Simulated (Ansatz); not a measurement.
**Cost against result**

Saddle point of AlNH4Cl2O, singlet (AlHCl₂O ([OH][Al]([Cl])[Cl]) + NH₃ → AlNH₂Cl₂ ([NH2][Al]([Cl])[Cl]) + H₂O (still joined by a long Al–O bond); bonds formed: O2–H5; dative contacts that become bonds: Al1–N6; bonds broken: H5–N6; bonds weakened to dative contacts: Al1–O2), PBE0-D4/def2-TZVP structure:

```xyz
9
angstrom
Al -0.4136 -0.7205 0.2221
O -1.0594 1.0071 -0.1315
Cl -0.8270 -1.9414 -1.4461
Cl -0.9611 -1.3897 2.1317
H 0.0601 1.1189 -0.1986
N 1.1899 0.2403 0.0926
H -1.5481 1.2157 -0.9316
H 1.7306 0.4401 0.9233
H 1.8286 0.0292 -0.6620
```

Barriers are electronic and count from the start structure reached by relaxing down the imaginary mode.

Computed with Ansatz 0.2.0 (basis: as named in each row); correlated methods freeze the cores. B3LYP uses VWN-RPA correlation. Extrapolation: Hartree–Fock as exp(−7.88 √X), correlation as X^−2.97.

Times are rough, for one single point on 4 threads of a shared host (Arm Neoverse V2).

The estimate by CCSD(T) at an estimated basis limit (MP2 extrapolated from triple and quadruple zeta, plus CCSD(T) − MP2 in triple zeta) is 28.52 kcal/mol.

```json
{"method": "HF", "basis": "STO-3G", "time (s)": "under 1", "barrier (kcal/mol)": "18.46", "method less estimate": "-10.06"}
{"method": "PBE-D4", "basis": "STO-3G", "time (s)": "under 1", "barrier (kcal/mol)": "-4.18", "method less estimate": "-32.70"}
{"method": "SPW92", "basis": "def2-SVP", "time (s)": "under 1", "barrier (kcal/mol)": "16.36", "method less estimate": "-12.16"}
{"method": "PBE-D4", "basis": "def2-SVP", "time (s)": "under 1", "barrier (kcal/mol)": "20.82", "method less estimate": "-7.70"}
{"method": "B3LYP-D4", "basis": "6-31G", "time (s)": "under 1", "barrier (kcal/mol)": "27.37", "method less estimate": "-1.15"}
{"method": "PBE0-D4", "basis": "def2-SVP", "time (s)": "under 1", "barrier (kcal/mol)": "23.70", "method less estimate": "-4.81"}
{"method": "SPW92", "basis": "def2-TZVPP", "time (s)": "1", "barrier (kcal/mol)": "19.06", "method less estimate": "-9.46"}
{"method": "BLYP-D4", "basis": "def2-TZVPP", "time (s)": "2", "barrier (kcal/mol)": "25.48", "method less estimate": "-3.04"}
{"method": "PBE-D4", "basis": "def2-TZVPP", "time (s)": "2", "barrier (kcal/mol)": "23.15", "method less estimate": "-5.37"}
{"method": "BHLYP-D4", "basis": "def2-TZVPP", "time (s)": "2", "barrier (kcal/mol)": "30.23", "method less estimate": "1.71"}
{"method": "B3LYP-D4", "basis": "def2-TZVPP", "time (s)": "2", "barrier (kcal/mol)": "27.20", "method less estimate": "-1.32"}
{"method": "CCSD(T)", "basis": "def2-SVP", "time (s)": "3", "barrier (kcal/mol)": "27.26", "method less estimate": "-1.26"}
{"method": "PBE0-D4", "basis": "def2-TZVPP", "time (s)": "3", "barrier (kcal/mol)": "25.64", "method less estimate": "-2.88"}
{"method": "CAM-B3LYP-D4", "basis": "def2-TZVPP", "time (s)": "3", "barrier (kcal/mol)": "27.36", "method less estimate": "-1.15"}
{"method": "r2SCAN-D4", "basis": "def2-TZVPP", "time (s)": "4", "barrier (kcal/mol)": "25.45", "method less estimate": "-3.07"}
{"method": "RPA on PBE", "basis": "def2-TZVPP", "time (s)": "4", "barrier (kcal/mol)": "27.43", "method less estimate": "-1.09"}
{"method": "wB97M-V", "basis": "def2-SVP", "time (s)": "4", "barrier (kcal/mol)": "24.91", "method less estimate": "-3.61"}
{"method": "r2SCAN0-D4", "basis": "def2-TZVPP", "time (s)": "4", "barrier (kcal/mol)": "27.04", "method less estimate": "-1.48"}
{"method": "B2PLYP", "basis": "def2-TZVPP", "time (s)": "4", "barrier (kcal/mol)": "27.71", "method less estimate": "-0.81"}
{"method": "PBE-QIDH", "basis": "def2-TZVPP", "time (s)": "4", "barrier (kcal/mol)": "27.39", "method less estimate": "-1.13"}
{"method": "wB97X-V", "basis": "def2-TZVPP", "time (s)": "6", "barrier (kcal/mol)": "27.72", "method less estimate": "-0.80"}
{"method": "B97M-V", "basis": "def2-TZVPP", "time (s)": "6", "barrier (kcal/mol)": "28.52", "method less estimate": "0.00"}
{"method": "wB97M-V", "basis": "def2-TZVPP", "time (s)": "7", "barrier (kcal/mol)": "27.34", "method less estimate": "-1.17"}
{"method": "MP2", "basis": "def2-QZVPP", "time (s)": "14", "barrier (kcal/mol)": "27.66", "method less estimate": "-0.86"}
{"method": "CCSD(T)", "basis": "def2-TZVPP", "time (s)": "97", "barrier (kcal/mol)": "27.98", "method less estimate": "-0.54"}
```

All methods are single points on the PBE0-D4 structures; a negative value means that the method puts the saddle structure below the start.

The T1 diagnostic stays at or below 0.010.

Labels in which every atom is bracketed show which atoms are joined, not bond orders.
